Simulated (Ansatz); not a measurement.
Born–Oppenheimer molecular dynamics of BFH₅OP (9 atoms, charge 0, multiplicity 1). It starts at the highest image of a converged band. Of that band: A structure lower than the first end lies on the path between it and the top, so the climb from that side starts below the end, which may itself be a saddle point or a shallow side well. Neighbouring images differ by up to 2.1 eV, so the band resolves the path poorly. A vibrational analysis at the climbing image gives one clearly imaginary mode, 1230i cm⁻¹: a first-order saddle point.

Computed with RKS r2SCAN-D4/6-31G* (Ansatz 0.2.0).

| Quantity | Value |
| --- | --- |
| ensemble | NVE (velocity Verlet) |
| time step | 0.5 fs |
| steps asked | 200 |
| starting velocities drawn for | 100 K |
| seed | 10507 |

First frame:

```xyz
9
Properties=species:S:1:pos:R:3
B 0.282 0.253 0.337
O -0.342 -0.357 1.621
H -1.253 -0.647 1.437
F 1.570 -0.096 0.216
H -0.448 0.234 -0.615
P 0.169 2.432 1.206
H 1.558 2.464 0.951
H -0.281 2.774 -0.090
H -0.329 0.861 1.740
```

Problem. How far do the bonds stretch over the last three quarters of this one trajectory? (Pairs bonded in most of those frames.)

Solution. 
```csv
bond,mean (Å),spread (Å),shortest,longest
B1–O2,1.358,0.012,1.34,1.40
B1–F4,1.343,0.027,1.30,1.39
B1–H5,1.203,0.012,1.18,1.22
O2–H3,0.970,0.010,0.95,0.99
P6–H7,1.429,0.007,1.41,1.44
P6–H8,1.430,0.023,1.39,1.47
P6–H9,1.445,0.070,1.32,1.54
```

Mean temperature of the second half: 2139 K. The conserved energy stayed within 0.14 meV per atom of its start (net change -0.062 meV per atom), so the integration is sound. The kinetic energy rose, since the run started high on the potential surface and went downhill. It ends in pieces (BFH2O + H3P), so much of that is their flight and rotation, not heat. A run of 0.1 ps of so small a system gives no equilibrium averages. The orbitals stay closed-shell, which can raise the energy where a bond breaks towards radicals; this wasn't checked here.

Time of the run: 5.7 min on 2 threads of Arm Neoverse V2, with other jobs on the host, peak memory 0.15 GiB.
